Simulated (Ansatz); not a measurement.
Isomers of Ge₄⁺ (doublet), relaxed with r2SCAN-D4/def2-SVP; total energies from Ansatz at PBE0-D4/def2-TZVP.

```csv
isomer,description,energy (Eh)
A,point group D2h; 5 × Ge–Ge 2.42 to 2.85 Å,-8306.73737
B,point group D2h; 5 × Ge–Ge 2.43 to 2.51 Å,-8306.72707
```

The isomers come from a short search, and lower ones may exist.

Work out the relative energies (1 Eh = 2625.5 kJ/mol) and the Boltzmann populations at 800 K from electronic energies alone (R = 8.314 J/mol/K).

ΔE: A 0.0, B 27.0 kJ/mol. RT = 6.65 kJ/mol. Factors exp(−ΔE/RT): A 1, B 0.0172; sum 1.017. Populations: A 98.3 %, B 1.7 %. Zero-point energy, vibrational entropy and symmetry numbers are left out and can shift these; an error of 4 kJ/mol changes a ratio by a factor of 1.8. Over the other density-functional and correlated levels in def2 sets, the gap between A and B ranges from 6 to 35 kJ/mol.
